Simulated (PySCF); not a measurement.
SnF3Br, SMILES [F][Sn]([F])([F])[Br].

Geometry optimised at B3LYP-D3(BJ)/def2-SVP. The structure was generated by enumeration; whether it is a known compound was not checked. The def2 effective core potentials stand for the cores of Sn; spin–orbit coupling is left out.

Two levels are set side by side: PBE/def2-TZVP (PySCF) and PBE0/def2-TZVP (PySCF). Same geometry, gas phase. Differences are taken from unrounded values.

| quantity | PBE0 |
|---|---|
| orbital gap (eV) | 6.06 |
| highest occupied level (eV) | -9.94 |
| lowest empty level (eV) | -3.88 |
| dipole moment (D) | 2.27 |
| mean polarisability (bohr³) | 52.2 |

### Question
What does PBE give, and how far is it from PBE0? (The exact figures need the calculation; the answer reports its results.)

### Answer

```
quantity                       PBE  PBE minus PBE0
---------------------------  -----  --------------
orbital gap (eV)              3.78           -2.28
highest occupied level (eV)  -8.54            1.40
lowest empty level (eV)      -4.77           -0.88
dipole moment (D)             2.12           -0.15
mean polarisability (bohr³)   55.2             3.0
```

Without exact exchange PBE keeps part of each electron's self-repulsion, which lifts occupied levels and narrows the gap. PBE's more diffuse valence density responds more strongly to a field. Differences between two approximate levels are no errors against the true value.

Rough cost on one machine, each run with all the roots and properties that it gave: PBE0 against PBE within a factor of 2.
